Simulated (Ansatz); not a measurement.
Geometry optimisation, RKS revPBE-D4/STO-3G (Ansatz).

Input:

```yaml
crystal:
  periodic: [false, false, false]
  atoms:
    - { symbol: C, position_ang: [2.7504, -0.0039, -0.0968] }
    - { symbol: C, position_ang: [1.5952, -0.4471, -0.1292] }
    - { symbol: B, position_ang: [0.1609, -1.0586, -0.1668] }
    - { symbol: B, position_ang: [-1.0741, -0.1102, 0.1393] }
    - { symbol: "N", position_ang: [-1.007, 1.3568, 0.4353] }
    - { symbol: O, position_ang: [-2.4744, -0.7163, 0.1169] }
    - { symbol: H, position_ang: [3.6972, 0.4696, -0.0873] }
    - { symbol: H, position_ang: [0.1016, -2.1933, -0.3935] }
    - { symbol: H, position_ang: [-1.62627, 1.52903, 1.32382] }
    - { symbol: H, position_ang: [-1.45014, 1.8531, -0.33422] }
    - { symbol: H, position_ang: [-2.7893, -0.6341, -0.7981] }
basis:
  gaussian: { orbitals: STO-3G }
hamiltonian:
  xc: revpbe
  dispersion: d4
relax:
  f_tol: 0.015
  max_steps: 40
```

Launched with:

```bash
$ ansatz run input.yaml --threads 1 --pin off --max-ram 2048MiB --backend cpu --events-out ev --progress --plain --runs-dir out
```

Where does it end, and by what steps?

The run converged. Limits of this set-up: minimal basis. After 16 steps the energy has fallen by 3.131 eV; H10 moved furthest, 1.39 Å.

```csv
step,energy less start (eV),largest force component (eV/Å),accepted
0,0.0000,5.517,yes
1,-0.8418,1.924,yes
2,-1.2384,2.369,yes
3,-1.7212,2.036,yes
4,-2.1495,1.574,yes
5,-2.4711,1.769,yes
6,-2.7593,1.670,yes
7,-2.9794,0.954,yes
8,-3.0930,0.339,yes
9,-3.1027,0.901,yes
10,-3.1278,0.074,yes
11,-3.1300,0.033,yes
12,-3.1304,0.037,yes
13,-3.1307,0.048,yes
14,-3.1308,0.059,yes
15,-3.1309,0.032,yes
16,-3.1311,0.007,yes
```

```xyz
11
Properties=species:S:1:pos:R:3
C 2.575 0.235 -0.108
C 1.534 -0.419 -0.174
B 0.208 -1.147 -0.237
B -1.218 -0.295 0.003
N -1.148 1.107 0.255
O -2.436 -0.984 -0.051
H 3.513 0.788 -0.056
H 0.235 -2.313 -0.458
H -1.958 1.754 0.421
H -0.232 1.612 0.294
H -3.189 -0.293 0.121
```

Run time: 37 s on 1 thread of Arm Neoverse V2, with other jobs on the host, peak memory 0.15 GiB.
